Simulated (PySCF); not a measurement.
A calculated (BP86, PySCF 2.14, cc-pVTZ, the non-relativistic Hamiltonian (point nucleus)) atom or ion has these occupied shells.

```
shell  electrons  orbital energy (eV)  rms radius, mean of both spins (bohr)
 1s α          1              -533.58                                  0.232
 1s β          1              -531.45                                  0.232
 2s α          1              -41.577                                   1.20
 2s β          1              -35.913                                   1.20
 2p α          3              -26.399                                   1.23
```

**Question.** Name the element and its charge.

**Answer.** O⁺ (oxygen, charge +1), in [He] 2s2 2p3, high-spin 4S determinant.
